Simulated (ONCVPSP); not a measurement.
**gold (Au): one change to an ONCV potential, before and after**

ONCVPSP 4.0.1 input, shortened (lines: element, Z, core and valence counts, functional; n l f; lmax; l rc ep ncon nbas qcut; lloc lpopt rc5 dvloc0; l nproj debl; icmod fcfact rcfact), PBE, scalar-relativistic:

```
  Au 79.00   10    4        4      upf
    1    0    2.00
    2    0    2.00
    2    1    6.00
    3    0    2.00
    3    1    6.00
    3    2   10.00
    4    0    2.00
    4    1    6.00
    4    2   10.00
    4    3   14.00
    5    0    2.00
    5    1    6.00
    5    2   10.00
    6    0    1.00
    2
    0    1.35    0.00    3    7    9.60
    1    1.65    0.00    3    6    9.70
    2    1.35    0.00    5   10   12.30
    2    5    1.35    0.00
    0    2    2.80
    1    2    2.50
    2    0    3.80
    0    0.00    0.00
```

All-electron outer shells of the reference configuration (PBE, scalar-relativistic, ld1.x):

```tsv
shell	level (eV)	outermost node (bohr)	outermost maximum (bohr)
5s	-108.37	0.48	0.84
4f	-81.12	–	0.37
5p	-59.78	0.52	0.96
5d	-6.88	0.56	1.21
6s	-5.76	1.11	2.32
```

Change: p: ncon 5, nbas 8.

Cutoffs: the cutoffs (Ha) at which the residual kinetic energy of the hardest occupied pseudo-wave falls to 1 and 0.1 mHa per electron; they do not see the model core or the augmentation charge, which bear on the density cutoff. Errors are all-electron minus pseudo energies relative to the spin-unpolarised reference configuration.

**Question.** How do hardness, ghosts and transferability respond?

**Answer.** The potential gets neither clearly harder nor softer (36 Ha and 49 Ha → 36 Ha and 49 Ha); the d channel sets the loose cutoff, while the largest relative change is in p, which becomes harder; the errors of the 4 common tests hardly move; neither file shows a bound ghost.

| quantity | base | changed |
| --- | --- | --- |
| cutoff, loose | 36 Ha | 36 Ha |
| cutoff, tight | 49 Ha | 49 Ha |
| loose cutoff by channel | s 33 Ha, p 26 Ha, d 36 Ha | s 33 Ha, p 33 Ha, d 36 Ha |
| bound ghosts | none | none |
| GHOST(+) flags under 300 eV | none | none |
| error for 5s2 5p6 5d10 6s0, meV [ΔE 9.41 eV] | -3.7 | -3.6 |
| error for 5s2 5p6 5d9 6s0, meV [ΔE 30.62 eV] | -4.4 | -4.4 |
| error for 5s2 5p6 5d8 6s0, meV [ΔE 64.49 eV] | -8.5 | -8.7 |
| error for 5s2 5p6 5d7 6s0, meV [ΔE 112.21 eV] | -18 | -19 |
| s: phases at 1.37 bohr within 0.05 rad from the reference energy up to (Ha; the scan ends near 5) | to the end of the scan | to the end of the scan |
| p: phases at 1.67 bohr within 0.05 rad from the reference energy up to (Ha; the scan ends near 5) | to the end of the scan | to the end of the scan |
| d: phases at 1.37 bohr within 0.05 rad from the reference energy up to (Ha; the scan ends near 5) | to the end of the scan | to the end of the scan |
